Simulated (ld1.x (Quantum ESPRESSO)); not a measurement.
# Logarithmic derivatives: Ge, RRKJ

```json
{
  "Element": "Ge",
  "Generator": "ld1.x (Quantum ESPRESSO) 7.5",
  "Type": "norm-conserving RRKJ (Kleinman–Bylander form)",
  "Functional": "LDA (PZ)",
  "Relativity": "non-relativistic",
  "Frozen core": "[Ar] 3d10",
  "Valence charge": "4",
  "Reference configuration": "4s2 4p2",
  "Partial waves": "4p (bound): rc 2.00 bohr; 4s (bound): rc 1.35 bohr",
  "Local potential": "the s channel",
  "Core correction": "none"
}
```

The phase is arctan(r·u′/u) with u = r·R(r), unwrapped; energies in Ry, scanned from -3 to 5 Ry. A pole is an energy at which the radial function vanishes at the test radius. The pseudo phase is shifted by a multiple of π to meet the all-electron one at the reference energy, and phase errors are pseudo minus all-electron; the curves can meet again beyond the range given. Levels narrower than the energy grid can be missing from the lists of poles.

```csv
channel,radius (bohr),reference energy (Ry),"poles, all-electron","poles, pseudo",unbroken range about the reference energy with phases within 0.05 rad,phase error 1 Ry above the reference energy (rad)
s,2.21,-0.85,1.16,1.08,below 2.7,-0.004
p,2.21,-0.30,2.46,2.72,below 4.1,+0.009
```

Note: ghost state, extra bound levels that the all-electron valence spectrum of the same l lacks: p at -2681.9 eV. A true bound ghost makes a file unfit for plane-wave use.

Phases in the s channel:

```tsv
E (Ry)	all-electron	pseudo
-3.00	1.189	1.187
-2.76	1.154	1.151
-2.52	1.107	1.105
-2.28	1.045	1.042
-2.04	0.957	0.954
-1.80	0.825	0.821
-1.56	0.612	0.609
-1.32	0.264	0.261
-1.08	-0.228	-0.229
-0.84	-0.691	-0.691
-0.60	-0.999	-1.000
-0.36	-1.187	-1.188
-0.12	-1.306	-1.309
0.12	-1.388	-1.392
0.36	-1.448	-1.453
0.60	-1.494	-1.500
0.84	-1.530	-1.539
1.08	-1.561	-1.571
1.32	-1.588	-1.600
1.56	-1.611	-1.627
1.80	-1.633	-1.652
2.04	-1.654	-1.678
2.28	-1.673	-1.704
2.52	-1.693	-1.733
2.76	-1.713	-1.765
3.00	-1.734	-1.803
3.24	-1.757	-1.852
3.48	-1.781	-1.917
3.72	-1.809	-2.014
3.96	-1.841	-2.173
4.20	-1.878	-2.475
4.44	-1.923	-3.058
4.68	-1.981	-3.741
4.92	-2.056	-4.138
```
